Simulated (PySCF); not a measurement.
C₄H₉FSi, SMILES CC[SiH2]/C=C\F.

Geometry: PBE0-D3(BJ)/def2-SVP. The structure was generated by enumeration; whether it is a known compound was not checked. One conformer was computed; it need not be the lowest.

Level of theory: PySCF with TDDFT-PBE/def2-SVPD.

Vertical excitations. Gas-phase values at a fixed geometry.

Q: Give excitation energies, oscillator strengths and character. (Estimate from the structure and the level; the computed values follow.)

A: 
```tsv
state	energy (eV)	λ (nm)	f	main pairs
S1	5.84	212	0.001	HOMO−1→LUMO 100 %
S2	6.36	195	0.167	HOMO→LUMO 69 %, HOMO−2→LUMO 28 %
S3	6.38	194	0.001	HOMO→LUMO+1 99 %
S4	6.63	187	0.010	HOMO→LUMO+2 100 %
S5	6.82	182	0.000	HOMO−3→LUMO 85 %, HOMO→LUMO+3 14 %
S6	6.90	180	0.101	HOMO−2→LUMO 60 %, HOMO→LUMO 18 %, HOMO−4→LUMO 17 %
S7	6.99	177	0.001	HOMO→LUMO+3 86 %, HOMO−3→LUMO 13 %
S8	7.12	174	0.012	HOMO→LUMO+4 99 %
S9	7.16	173	0.001	HOMO−1→LUMO+1 96 %
S10	7.40	168	0.014	HOMO−1→LUMO+2 60 %, HOMO−4→LUMO 33 %
T1	4.24	293	0	HOMO→LUMO 98 %
T2	5.75	216	0	HOMO−1→LUMO 99 %
T3	6.30	197	0	HOMO→LUMO+1 54 %, HOMO−3→LUMO 45 %
T4	6.34	196	0	HOMO−3→LUMO 53 %, HOMO→LUMO+1 46 %
```
Triplets are in the Tamm–Dancoff approximation, which puts them higher than full response would, so one can lie above its singlet here.
